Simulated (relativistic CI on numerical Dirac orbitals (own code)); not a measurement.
**Line list: Electric-dipole lines, Co**

Calculated at this level of theory: Dirac-Coulomb-Breit CI, orbitals from a KLI potential per configuration, a model potential for QED, valence Slater integrals scaled by 0.85, configuration energies shifted to the measured levels that pair with them (semi-empirical) (own radial code, finite nucleus).

Configurations in the expansion (outside the closed core [Ar]): 3d7 4s2, 3d8 4s, 3d7 4s 4p, 3d8 4p, 3d9, 3d7 4p2, 3d7 4s 4d, 3d8 4d, 3d8 5s, 3d8 5p, 3d7 4s 5s, 3d7 4s 6s, 3d7 4s 5p, 3d7 4s 6p, 3d7 4s 4f, 3d7 4s 5d, 3d7 4s 5g, 3d7 4s 5f, 3d7 4s 6d, 3d7 4s 6g, 3d7 4d2, 3d6 4s2 4p, 3d7 4p 4d. Levels of other configurations are missing.

```tsv
λ vac (nm)	Lower	Upper	A (s⁻¹)	log gf	S velocity/length
247.72	3d7 4s2 4F_9/2 [1]	3d7 4s 4p 6P°_7/2 [94]	7.27e+06	-1.27	0.67
251.69	3d7 4s2 4F_7/2 [2]	3d7 4s 4p 6P°_5/2 [97]	2.71e+07	-0.81	0.67
255.42	3d7 4s2 4F_5/2 [3]	3d7 4s 4p 6P°_5/2 [97]	2.96e+06	-1.76	0.63
305.78	3d7 4s2 4F_5/2 [3]	3d8 4p 4F°_3/2 [77]	7.61e+06	-1.37	0.76
308.14	3d7 4s2 4F_9/2 [1]	3d8 4p 4G°_11/2 [63]	2.00e+06	-1.47	0.75
309.53	3d7 4s2 4F_3/2 [4]	3d8 4p 4F°_3/2 [77]	1.87e+07	-0.97	0.78
333.70	3d8 4s 4F_3/2 [8]	3d8 4p 4F°_3/2 [77]	1.34e+08	-0.05	0.78
334.91	3d8 4s 4F_9/2 [5]	3d8 4p 4G°_11/2 [63]	1.74e+08	0.55	0.88
348.54	3d8 4s 2F_5/2 [10]	3d8 4p 2D°_3/2 [86]	1.62e+08	0.07	0.88
351.16	3d7 4s2 4F_9/2 [1]	3d7 4s 4p 4F°_7/2 [50]	4.62e+06	-1.17	0.86
355.79	3d7 4s2 4F_7/2 [2]	3d7 4s 4p 4F°_5/2 [52]	5.06e+06	-1.24	0.87
356.34	3d8 4s 2F_7/2 [9]	3d8 4p 2F°_7/2 [81]	1.59e+08	0.38	0.93
356.38	3d7 4s2 4F_9/2 [1]	3d7 4s 4p 4F°_9/2 [48]	1.57e+07	-0.52	0.86
361.27	3d7 4s2 4F_7/2 [2]	3d7 4s 4p 4F°_7/2 [50]	9.28e+06	-0.84	0.88
363.29	3d7 4s2 4F_5/2 [3]	3d7 4s 4p 4F°_5/2 [52]	8.18e+06	-1.01	0.88
385.47	3d8 4s 2F_5/2 [10]	3d8 4p 2G°_7/2 [78]	9.85e+07	0.24	0.92
396.12	3d8 4s 4F_7/2 [6]	3d7 4s 4p 4F°_7/2 [50]	7.08e+05	-1.88	0.95
```

Terms are leading LS components. Brackets give the number of a level in order of energy, since labels repeat. The list gives strong lines, with weight on those to low levels, without configurations that were not tied to measured data, among the lowest 400 of 5743 levels, so that lines to higher ones, which can be the strongest, are missing, and without lines across small gaps between configurations, and without 185 lines that miss the measured interval by over 3.5 %, start from a term whose rates miss tabulated ones by over 60 %, have gauges far apart or, lacking measured levels, span too small a gap for the errors found; lines with a level outside our table were not tested and can miss by more. Levels whose partners in the same complex of configurations lie outside the list can be far off, and so can their lines. Rates are taken at the computed energies, electric ones in the length gauge. A velocity-to-length ratio far from 1 marks an uncertain rate.

Configurations whose levels could be paired with our table of measured levels were shifted onto them, all but the ground configuration, by the median error of their levels; single terms can still be off by 1,000 to 2,000 cm⁻¹ or more, and rates follow the energies as ν³ (E1, M1) or ν⁵ (E2). The others borrow a shift and can be off by several thousand cm⁻¹ or more. The fine structure of a lone outer electron comes out too small, for d and f at times inverted, and misplaced configurations move strength between like terms. 34 of the 67 excited levels that our extract of the measured tables holds in this range could be paired (the sources list more); they are missed by 582 cm⁻¹ on average and 1993 at most, after the shifts were fitted to these levels, and levels without a partner can miss by more. Some levels of the ground configuration have no partner and can miss by 10 % or more.

LS names give the leading component of a level, which can be under half, so a name can repeat, a term be missing and a line seem to break the LS rules.
